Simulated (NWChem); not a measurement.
# trimethylsulfonium (C₃H₉S cation); SMILES C[S+](C)C

```xyz
13

C      0.4477    -1.5817     0.2912
S      0.0000     0.0000    -0.4987
C      1.1460     1.1785     0.2912
C     -1.5936     0.4032     0.2912
H      0.4216    -1.4890     1.3794
H      1.4495    -1.8470    -0.0554
H     -0.2666    -2.3326    -0.0552
H      1.0787     1.1096     1.3794
H      0.8748     2.1788    -0.0554
H      2.1534     0.9354    -0.0552
H     -1.5003     0.3794     1.3794
H     -1.8868     1.3972    -0.0552
H     -2.3242    -0.3318    -0.0554
```
Atoms are numbered in this order, from 1.

Results from NWChem. Pople sets run with spherical d functions. Coordinates come from a B3LYP/6-31G* (spherical d) optimisation. Atomic charges in e: unrestrained fits to the electrostatic potential beside Mulliken populations; buried atoms are poorly determined by the fit.

Problem. Estimate the computed values for Hartree-Fock/6-31G*. Quantities: ESP C1; Mulliken C1; ESP S2; Mulliken S2; ESP C3; Mulliken C3; ESP C4; Mulliken C4; relative RMS misfit of the potential (%).

Solution. 
* **ESP C1**: -0.05
* **Mulliken C1**: -0.69
* **ESP S2**: 0.21
* **Mulliken S2**: 0.64
* **ESP C3**: -0.05
* **Mulliken C3**: -0.69
* **ESP C4**: -0.04
* **Mulliken C4**: -0.69
* **relative RMS misfit of the potential (%)**: 4
